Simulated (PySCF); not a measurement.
Working with the constants of TlGa

UHF-CCSD(T) constants of TlGa, ³Π (triplet), unpaired electrons σ ↑, π ↑ (basis Tl def2-SVP with ECP60, Ga def2-SVP; scalar-relativistic core potentials; PySCF 2.14; masses 204.9744 and 68.9256 u):

* ωe: 126.7 cm⁻¹
* ωexe: 0.358 cm⁻¹
* Be: 0.038238 cm⁻¹
* αe: 0.000161 cm⁻¹
* D (centrifugal): 1.39e-08 cm⁻¹
* De to Tl + Ga: 1.09 eV

Task: Give the vibrational terms G(v) and spacings up to v = 3.

Result: G(v) = ωe(v+½) − ωexe(v+½)².

```csv
v,G(v) (cm⁻¹),G(v) − G(v−1),Bv (cm⁻¹)
0,63,,0.03816
1,189,126,0.03800
2,315,125,0.03784
3,439,125,0.03767
```

Task: How well does the Morse estimate ωe²/(4ωexe) reproduce De, and what is D0?

Result: It gives 1.39 eV, 128 % of the computed De. D0 = De − G(0) = 1.09 − 0.01 = 1.08 eV.

Correlated steps freeze 13 core orbitals. Correlated levels converge slowly with the basis: in double zeta they bind strong bonds too weakly, by up to about 1 eV, and carry superposition errors of some tenths. Spin–orbit coupling is left out, which matters for elements this heavy, above all for dissociation energies. The state is the lowest determinant that a PBE0 search found; another state may lie lower at other levels.
